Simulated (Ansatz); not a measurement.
The Si6–H7 bond of CH6BeSi (SMILES [CH3][Be][SiH3]) is stretched (multiplicity 1, the rest rigid).
Geometry at rest (charge 0, multiplicity 1):
```xyz
9

Be    -0.0942     0.6089    -0.4323
C     -0.3037     1.9621    -1.3932
H     -1.0994     2.6140    -1.0162
H     -0.5713     1.6974    -2.4221
H      0.6055     2.5709    -1.4485
Si     0.1795    -1.1596     0.8234
H      0.2134    -2.4192     0.0293
H     -0.9139    -1.3209     1.8219
H      1.4519    -1.1149     1.5963
```

Frozen-core correlation.

Codes used: Ansatz (Gaussian orbitals). Values without a source in brackets are computed.

FIC-MRCISD+Q on CASSCF(2,2)/cc-pV(D+d)Z, total energies (hartree):

| R (Å) | CASSCF | MRCISD | weight c² of the reference |
|---|---|---|---|
| 1.489 | -344.939082 | -345.233575 | 0.88411 |
| 2.606 | -344.849420 | -345.135357 | 0.88445 |
| 4.766 | -344.811972 | -345.097346 | 0.88353 |

### Question
Add the Davidson correction (E_MRCISD − E_CASSCF)(1 − c²)/c² and give the energies above the first point at the three levels.

### Answer

Corrections (hartree): -0.038604, -0.037356, -0.037617. Above the first point (kcal/mol):
- R = 2.606 Å: CASSCF 56.3, MRCISD 61.6, with the correction 62.4
- R = 4.766 Å: CASSCF 79.8, MRCISD 85.5, with the correction 86.1

Ansatz is a first-principles code.
